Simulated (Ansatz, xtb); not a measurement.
**C6H6FN: which of two isomers lies lower**

Structure a: `N#C[C@@H]1C=C[C@@H](F)C1`, a singlet. Structure b: `N#CC=C1CC(F)C1`, a singlet. Both are isolated molecules in the gas phase, relaxed with PBE-D3(BJ)/def2-SVP; each stands in its lowest conformer found.

Estimate which is lower in electronic energy at CCSD(T)/def2-SVP + ΔMP2/def2-TZVPP, and by roughly how much.

The CCSD(T)/def2-SVP + ΔMP2/def2-TZVPP calculation puts structure a lower, by 72.0 kJ/mol.

How the difference moves with the method:

| level | geometry | E(b) − E(a) (kJ/mol) | departure from the last row (kJ/mol) | job, with rough time for the two |
| --- | --- | --- | --- | --- |
| GFN2-xTB | GFN2-xTB | +42.5 | −29.5 | optimisation, 0.19 s |
| HF/STO-3G | GFN2-xTB | +69.5 | −2.4 | single point, 0.38 s |
| r2SCAN-D4/def2-SVP | GFN2-xTB | +56.5 | −15.5 | single point, 3.8 s |
| PBE-D3(BJ)/def2-SVP | PBE-D3(BJ)/def2-SVP | +47.4 | −24.6 | optimisation, 33 s |
| HF/def2-SVP | PBE-D3(BJ)/def2-SVP | +70.0 | −1.9 | part of the CCSD(T) run |
| MP2/def2-SVP | PBE-D3(BJ)/def2-SVP | +69.5 | −2.5 | part of the CCSD(T) run |
| CCSD(T)/def2-SVP | PBE-D3(BJ)/def2-SVP | +69.0 | −2.9 | single point |
| CCSD(T)/def2-SVP + ΔMP2/def2-TZVPP | PBE-D3(BJ)/def2-SVP | +72.0 |  | single point, 82 s |

As drawn, both hold the same kinds of bond in the same numbers. Structure a has a 5-membered ring, b a 4-membered ring.

None of the levels shown reverses the order. The largest departure from CCSD(T)/def2-SVP + ΔMP2/def2-TZVPP is that of GFN2-xTB, 29.5 kJ/mol. The last row adds to CCSD(T) the change of the MP2 difference between the two basis sets, here +2.9 kJ/mol.

With thermal terms from frequencies at re-optimised GFN2-xTB minima (ideal gas, soft modes damped towards free rotors, one conformer each, 298.15 K, 1 atm): on the last row, ΔE + ΔZPE = +68.9, ΔH = +69.9, ΔG = +67.2 kJ/mol.

The correlated steps freeze 8 core orbitals. Mirror images aren't counted in ΔG. Programs: Ansatz 0.2.0, xtb 6.7.1; the last row on 4 threads of Arm Neoverse V1 on a shared host.
